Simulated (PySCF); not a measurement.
C₂H₆Si (SMILES C[Si]C), singlet, geometry from GFN2-xTB; CASSCF(6,4)/6-31G* run with PySCF.

Input for PySCF:
```python
from pyscf import gto, scf, mcscf
import numpy

mol = gto.Mole()
mol.atom = '''
    Si   -0.255208    0.117706    0.699887
    C     0.742076    1.267256   -0.480591
    H     0.906369    2.250623   -0.043893
    H     0.224615    1.415587   -1.429043
    H     1.722472    0.846447   -0.706355
    C    -0.404166   -1.423106   -0.446098
    H     0.574773   -1.784277   -0.763213
    H    -0.973821   -1.191736   -1.346758
    H    -0.908952   -2.249431    0.050977
'''
mol.basis = '6-31g*'
mol.charge = 0
mol.spin = 0
mol.verbose = 4
mol.build()

mf = scf.RHF(mol)
mf.kernel()
mc = mcscf.CASSCF(mf, 4, 6)
mc.fix_spin_(ss=0.0)
mc.kernel()
occ = numpy.linalg.eigvalsh(mc.fcisolver.make_rdm1(mc.ci, mc.ncas, mc.nelecas))[::-1]
ss = mc.fcisolver.spin_square(mc.ci, mc.ncas, mc.nelecas)[0]
print('natural occupations', occ.round(4), ' <S^2>', round(ss, 4))
```

Task: Predict the main parts of the log of this PySCF run.

Result: 
```
PySCF version 2.14.0

[INPUT] verbose = 4
[INPUT] num. atoms = 9
[INPUT] num. electrons = 32
[INPUT] charge = 0
[INPUT] spin (= nelec alpha-beta = 2S) = 0
[INPUT] symmetry False subgroup None
[INPUT] Mole.unit = angstrom
[INPUT] Symbol           X                Y                Z      unit          X                Y                Z       unit  Magmom
[...]
nuclear repulsion = 96.5062882544662
number of shells = 32
number of NR pGTOs = 129
number of NR cGTOs = 58
basis = 6-31g*
ecp = {}

******** <class 'pyscf.scf.hf.RHF'> ********
method = RHF
initial guess = minao
damping factor = 0
level_shift factor = 0
DIIS = <class 'pyscf.scf.diis.CDIIS'>
diis_start_cycle = 1
diis_space = 8
diis_damp = 0
SCF conv_tol = 1e-09
SCF conv_tol_grad = None
SCF max_cycles = 50
direct_scf = True
direct_scf_tol = 1e-13
Set gradient conv threshold to 3.16228e-05
Initial guess from minao.
init E= -368.079211419391
[...]
cycle= 1 E= -368.063939471951  delta_E= 0.0153  |g|= 0.249  |ddm|= 2.41
[...]
cycle= 2 E= -368.089253010569  delta_E= -0.0253  |g|= 0.0666  |ddm|= 0.351
[...]
cycle= 3 E= -368.091662580488  delta_E= -0.00241  |g|= 0.0231  |ddm|= 0.135
[...]
cycle= 4 E= -368.091875331687  delta_E= -0.000213  |g|= 0.00412  |ddm|= 0.0391
[...]
cycle= 5 E= -368.091888443652  delta_E= -1.31e-05  |g|= 0.000739  |ddm|= 0.0149
[...]
cycle= 6 E= -368.091889015667  delta_E= -5.72e-07  |g|= 0.000201  |ddm|= 0.0031
[...]
cycle= 7 E= -368.091889051974  delta_E= -3.63e-08  |g|= 4.12e-05  |ddm|= 0.000797
[...]
cycle= 8 E= -368.091889053483  delta_E= -1.51e-09  |g|= 9.05e-06  |ddm|= 0.000152
[...]
cycle= 9 E= -368.091889053551  delta_E= -6.77e-11  |g|= 1e-06  |ddm|= 2.74e-05
[...]
Extra cycle  E= -368.091889053551  delta_E=    0  |g|= 3.62e-07  |ddm|= 2.03e-06
converged SCF energy = -368.091889053551

******** <class 'pyscf.mcscf.mc1step.CASSCF'> ********
CAS (3e+3e, 4o), ncore = 13, nvir = 41
max_cycle_macro = 50
max_cycle_micro = 4
conv_tol = 1e-07
conv_tol_grad = None
orbital rotation max_stepsize = 0.02
orbital rotation threshold for CI restart = 0.01
augmented hessian ah_max_cycle = 30
augmented hessian ah_conv_tol = 1e-12
augmented hessian ah_linear dependence = 1e-14
augmented hessian ah_level shift = 1e-08
augmented hessian ah_start_tol = 2.5
augmented hessian ah_start_cycle = 3
augmented hessian ah_grad_trust_region = 3
kf_trust_region = 3
kf_interval = 4
ci_response_space = 4
ci_grad_trust_region = 3
with_dep4 0
natorb = False
canonicalization = True
sorting_mo_energy = False
ao2mo_level = 2
internal_rotation = False
******** <class 'pyscf.fci.addons.SpinPenaltyFCISolver'> ********
max. cycles = 50
conv_tol = 1e-08
davidson only = True
linear dependence = 1e-12
level shift = 0.001
max iter space = 12
nroots = 1
pspace_size = 400
spin = None
CASCI E = -368.096238627757  S^2 = 0.0000000
Set conv_tol_grad to 0.000316228
macro iter   1 ( 21 JK    4 micro), CASSCF E = -368.107482958918  dE = -1.12443312e-02  S^2 = 0.0000000
               |grad[o]|=0.0155  |grad[c]|=0.0297  |ddm|=0.0439  |maxRot[o]|=0.223
macro iter   2 ( 21 JK    4 micro), CASSCF E = -368.110281167583  dE = -2.79820866e-03  S^2 = 0.0000000
               |grad[o]|=0.0175  |grad[c]|=0.0133  |ddm|=0.0137  |maxRot[o]|=0.166
macro iter   3 ( 16 JK    4 micro), CASSCF E = -368.110745547785  dE = -4.64380202e-04  S^2 = 0.0000000
               |grad[o]|=0.00729  |grad[c]|=0.00482  |ddm|=0.00961  |maxRot[o]|=0.113
macro iter   4 (  7 JK    2 micro), CASSCF E = -368.110778638751  dE = -3.30909662e-05  S^2 = 0.0000000
               |grad[o]|=0.00243  |grad[c]|=0.000642  |ddm|=0.00153  |maxRot[o]|=0.0699
macro iter   5 (  7 JK    2 micro), CASSCF E = -368.110793298219  dE = -1.46594679e-05  S^2 = 0.0000000
               |grad[o]|=0.00168  |grad[c]|=0.000526  |ddm|=0.000871  |maxRot[o]|=0.0681
macro iter   6 (  7 JK    2 micro), CASSCF E = -368.110801645371  dE = -8.34715178e-06  S^2 = 0.0000000
               |grad[o]|=0.00127  |grad[c]|=0.00238  |ddm|=0.00189  |maxRot[o]|=0.0527
[...]
macro iter  23 (  7 JK    2 micro), CASSCF E = -368.110887225964  dE = -2.94843102e-06  S^2 = 0.0000000
               |grad[o]|=0.000554  |grad[c]|=0.000258  |ddm|=6.39e-05  |maxRot[o]|=0.0699
macro iter  24 (  7 JK    2 micro), CASSCF E = -368.110890411161  dE = -3.18519670e-06  S^2 = 0.0000000
               |grad[o]|=0.000537  |grad[c]|=0.000229  |ddm|=6.33e-05  |maxRot[o]|=0.0699
macro iter  25 (  7 JK    2 micro), CASSCF E = -368.110893860388  dE = -3.44922643e-06  S^2 = 0.0000000
               |grad[o]|=0.000517  |grad[c]|=0.00067  |ddm|=6.81e-05  |maxRot[o]|=0.0699
macro iter  26 (  7 JK    2 micro), CASSCF E = -368.110897602726  dE = -3.74233866e-06  S^2 = 0.0000000
               |grad[o]|=0.000499  |grad[c]|=0.00122  |ddm|=6.56e-05  |maxRot[o]|=0.0699
macro iter  27 (  7 JK    2 micro), CASSCF E = -368.110901661495  dE = -4.05876875e-06  S^2 = 0.0000000
               |grad[o]|=0.000478  |grad[c]|=0.00177  |ddm|=6.86e-05  |maxRot[o]|=0.0699
macro iter  28 (  7 JK    2 micro), CASSCF E = -368.110906062404  dE = -4.40090901e-06  S^2 = 0.0000000
               |grad[o]|=0.00046  |grad[c]|=0.00227  |ddm|=6.67e-05  |maxRot[o]|=0.0699
macro iter  29 (  7 JK    2 micro), CASSCF E = -368.110910814790  dE = -4.75238619e-06  S^2 = 0.0000000
               |grad[o]|=0.000435  |grad[c]|=0.00266  |ddm|=7.61e-05  |maxRot[o]|=0.0699
macro iter  30 (  7 JK    2 micro), CASSCF E = -368.110915934165  dE = -5.11937475e-06  S^2 = 0.0000000
               |grad[o]|=0.000421  |grad[c]|=0.00291  |ddm|=6.74e-05  |maxRot[o]|=0.0699
macro iter  31 (  7 JK    2 micro), CASSCF E = -368.110921402968  dE = -5.46880324e-06  S^2 = 0.0000000
               |grad[o]|=0.000389  |grad[c]|=0.00297  |ddm|=8.51e-05  |maxRot[o]|=0.0699
macro iter  32 (  7 JK    2 micro), CASSCF E = -368.110927196343  dE = -5.79337444e-06  S^2 = 0.0000000
               |grad[o]|=0.000378  |grad[c]|=0.00287  |ddm|=7.44e-05  |maxRot[o]|=0.0699
macro iter  33 (  7 JK    2 micro), CASSCF E = -368.110933219603  dE = -6.02326077e-06  S^2 = 0.0000000
               |grad[o]|=0.000348  |grad[c]|=0.00262  |ddm|=8.12e-05  |maxRot[o]|=0.0699
macro iter  34 (  7 JK    2 micro), CASSCF E = -368.110939365063  dE = -6.14546013e-06  S^2 = 0.0000000
               |grad[o]|=0.000321  |grad[c]|=0.00225  |ddm|=8.24e-05  |maxRot[o]|=0.0699
macro iter  35 (  7 JK    2 micro), CASSCF E = -368.110945447862  dE = -6.08279896e-06  S^2 = 0.0000000
               |grad[o]|=0.000292  |grad[c]|=0.00183  |ddm|=0.0001  |maxRot[o]|=0.0699
macro iter  36 (  7 JK    2 micro), CASSCF E = -368.110951208398  dE = -5.76053577e-06  S^2 = 0.0000000
               |grad[o]|=0.00026  |grad[c]|=0.00152  |ddm|=4.98e-05  |maxRot[o]|=0.0699
macro iter  37 (  7 JK    2 micro), CASSCF E = -368.110956298687  dE = -5.09028916e-06  S^2 = 0.0000000
               |grad[o]|=0.000222  |grad[c]|=0.00133  |ddm|=7.05e-05  |maxRot[o]|=0.0699
macro iter  38 (  7 JK    2 micro), CASSCF E = -368.110960305402  dE = -4.00671490e-06  S^2 = 0.0000000
               |grad[o]|=0.000176  |grad[c]|=0.00136  |ddm|=5.66e-05  |maxRot[o]|=0.0699
macro iter  39 (  6 JK    1 micro), CASSCF E = -368.110963003963  dE = -2.69856093e-06  S^2 = 0.0000000
               |grad[o]|=0.000128  |grad[c]|=0.00206  |ddm|=5.62e-05  |maxRot[o]|=0.0799
macro iter  40 (  4 JK    1 micro), CASSCF E = -368.110963445597  dE = -4.41634199e-07  S^2 = 0.0000000
               |grad[o]|=5.31e-05  |grad[c]|=0.000667  |ddm|=4.94e-05  |maxRot[o]|= 0.04
macro iter  41 (  1 JK    1 micro), CASSCF E = -368.110963447571  dE = -1.97354666e-09  S^2 = 0.0000000
               |grad[o]|=1.17e-05  |grad[c]|=6.26e-05  |ddm|=1.27e-05  |maxRot[o]|=    0
1-step CASSCF converged in  41 macro (314 JK  85 micro) steps
CASSCF canonicalization
Density matrix diagonal elements [1.99996167 1.99990106 1.92012485 0.08001242]
CASSCF energy = -368.110963447571
CASCI E = -368.110963447571  E(CI) = -17.7465730435005  S^2 = 0.0000000
natural occupations [2.     1.9999 1.9201 0.08  ]  <S^2> 0.0
```
